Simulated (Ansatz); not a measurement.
The lowest singlet and triplet of OS (SMILES O=S); geometries from B3LYP-D3(BJ)/def2-TZVP, each state relaxed from the structure named, with no frequency check, low spin by broken symmetry.
Singlet (charge 0, multiplicity 1):
```xyz
2

O      0.00000     0.00000    -0.99301
S      0.00000     0.00000     0.49651
```
Triplet (charge 0, multiplicity 3):
```xyz
2

O      0.000     0.000    -0.993
S      0.000     0.000     0.497
```

A positive gap puts the triplet lower; no zero-point energy. R- takes a restricted singlet, here one determinant of a half-filled degenerate or near-degenerate pair, which mixes singlet states. U- takes an unrestricted singlet (broken symmetry where lower, unprojected). The triplet is unrestricted in single-reference levels. Active spaces average the two states.

Cores are frozen in the correlated methods.

The values were computed with Ansatz (a first-principles code). Values without a source in brackets are computed.

```csv
level,"gap E(singlet) − E(triplet), adiabatic (kcal/mol)"
R-SVWN5/def2-TZVPP,26.73
R-r2SCAN/def2-TZVPP,34.65
U-r2SCAN/def2-TZVPP (spin-contaminated),8.40
U-PBE0/def2-TZVPP (spin-contaminated),7.11
R-wB97M-V/def2-TZVPP,(withheld)
R-CCSDT(Q)/cc-pV(D+d)Z,19.01
"SC-NEVPT2 on SA-CASSCF(12,8)/cc-pV(Q+d)Z",(withheld)
"FIC-NEVPT4(SD) on SA-CASSCF(12,8)/cc-pV(T+d)Z",17.87
"FIC-MRCISD+Q on SA-CASSCF(12,8)/cc-pV(T+d)Z",17.69
```

Complete the blanks.


- R-wB97M-V/def2-TZVPP, gap E(singlet) − E(triplet), adiabatic (kcal/mol): 24.63
- SC-NEVPT2 on SA-CASSCF(12,8)/cc-pV(Q+d)Z, gap E(singlet) − E(triplet), adiabatic (kcal/mol): 17.22

Doubts at one or more of the structures used: a restricted determinant that unrestricted orbitals would lower (R-SVWN5/def2-TZVPP, R-r2SCAN/def2-TZVPP, R-wB97M-V/def2-TZVPP, R-CCSDT(Q)/cc-pV(D+d)Z); other coupled-cluster roots lie near (R-CCSDT(Q)/cc-pV(D+d)Z).
